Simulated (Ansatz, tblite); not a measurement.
Cost and result up the ladder for the cluster GaCu4 (5 atoms). The state is a doublet with charge 0. Geometry: B3LYP-D4/def2-SVP.

```
atom   x (Å)   y (Å)   z (Å)
 Ga1  -0.089   1.523   0.107
 Cu2  -0.874  -0.748  -0.839
 Cu3   0.961  -0.753   0.733
 Cu4  -1.263  -0.188   1.474
 Cu5   1.264   0.166  -1.475
```

Ansatz on 4 threads of Intel Xeon 6975P-C on a shared host; xTB runs through tblite on one thread. Times are rough, summed over both states, and most runs start from the orbitals of an earlier one. PBE0-D4/def2-TZVP serves as the yardstick here, not as an exact answer. The other state is a quartet at its own geometry.

The xTB rows come from tblite. Correlated methods freeze 45 core orbitals; core or outer-core shells of Ga are correlated, in sets that lack core-valence functions. The structure comes from a short search, and lower isomers may exist.

Run but left out: HF/STO-3G (doublet: ⟨S²⟩ 7.58, where a pure state has 0.75).

Second-order perturbation terms are unreliable where d shells bring near-degenerate states, and here MP2/def2-TZVP lies more than 0.4 eV from the median of the functionals without such a term.

Correlated methods converge slowly with the basis.

xTB has no spin-polarisation term.

```json
{"level": "GFN1-xTB", "functions": "45", "wall time": "0.013 s", "quartet − doublet (eV)": "2.87", "difference from PBE0-D4/def2-TZVP (eV)": "0.72"}
{"level": "GFN2-xTB", "functions": "45", "wall time": "0.017 s", "quartet − doublet (eV)": "4.80", "difference from PBE0-D4/def2-TZVP (eV)": "2.65"}
{"level": "PBE-D4/def2-TZVP", "functions": "228", "wall time": "9.7 s", "quartet − doublet (eV)": "2.05", "difference from PBE0-D4/def2-TZVP (eV)": "-0.10"}
{"level": "r2SCAN-D4/def2-TZVP (with forces)", "functions": "228", "wall time": "26 s", "quartet − doublet (eV)": "1.99", "difference from PBE0-D4/def2-TZVP (eV)": "-0.16"}
{"level": "PBE0-D4/def2-TZVP", "functions": "228", "wall time": "27 s", "quartet − doublet (eV)": "2.15", "difference from PBE0-D4/def2-TZVP (eV)": "0.00"}
{"level": "B97M-V/def2-TZVP", "functions": "228", "wall time": "37 s", "quartet − doublet (eV)": "2.11", "difference from PBE0-D4/def2-TZVP (eV)": "-0.04"}
{"level": "MP2/def2-TZVP", "functions": "228", "wall time": "46 s", "quartet − doublet (eV)": "2.67", "difference from PBE0-D4/def2-TZVP (eV)": "0.52"}
```
